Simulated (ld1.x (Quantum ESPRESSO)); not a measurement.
## Before and after: TM semilocal potential for molybdenum (Mo)

ld1.x (Quantum ESPRESSO) 7.5 input, shortened:

```
&input
   title='Mo', zed=42., rel=1, dft='PZ', iswitch=3,
   config='[Kr] 4d5 5s1 5p0'
 /
 &inputp
   pseudotype=1, tm=.true., lloc=2,
   nlcc=.false.
 /
3
5S  1  0   1.00   0.00  3.25  3.25  0.0
5P  2  1   0.00   0.00  3.25  3.25  0.0
4D  3  2   5.00   0.00  2.30  2.30  0.0
 &test
   configts(1)='4d5 5s1 5p0'
 /
```

Change: wave 5s (bound): rc 3.25 bohr becomes 5s (bound): rc 4.44 bohr.

Cutoffs: the cutoffs (Ry, on a coarse ladder) from which the occupation-weighted sum of valence levels, in a spherical-Bessel basis at the reference potential, stays within 10 and 1 mRy of its value at 400 Ry; they do not see the model core or the augmentation charge, which bear on the density cutoff. Errors are all-electron minus pseudo energies relative to the spin-unpolarised reference configuration.

Q: How do hardness, ghosts and transferability respond?

A: The potential gets neither clearly harder nor softer (35 Ry and 40 Ry → 35 Ry and 40 Ry); of the 9 tests that both files solve, the error grows in 6 and shrinks in 1 by more than 15 % and 0.3 meV (median size 19.1 → 102.6 meV); neither file shows a bound ghost. A semilocal file is local in each channel, so a ghost entry of none says nothing of the separable form that plane-wave codes build from it.

| quantity | base | changed |
| --- | --- | --- |
| cutoff, loose | 35 Ry | 35 Ry |
| cutoff, tight | 40 Ry | 40 Ry |
| bound ghosts | none | none |
| error for 4d5 5s0 5p0, meV [ΔE 7.19 eV] | +3.6 | -7.2 |
| error for 4d4 5s0 5p0, meV [ΔE 22.89 eV] | +19 | -103 |
| error for 4d3 5s0 5p0, meV [ΔE 49.85 eV] | -13 | -288 |
| error for 4d2 5s0 5p0, meV [ΔE 89.55 eV] | -29 | -493 |
| error for 4d4 5s1 5p1, meV [ΔE 3.76 eV] | -33 | +0.7 |
| error for 4d5.5 5s0.5 5p0, meV [ΔE 0.31 eV] | -5.6 | +8.2 |
| error for 4d6 5s0 5p0, meV [ΔE 0.82 eV] | -19 | +28 |
| error for 4d5 5s1 5p0 (spin-polarised), meV [ΔE -3.92 eV] | +3606 | +3660 |
| error for 4d5 5s0 5p0 (spin-polarised), meV [ΔE 3.80 eV] | +3680 | +3697 |
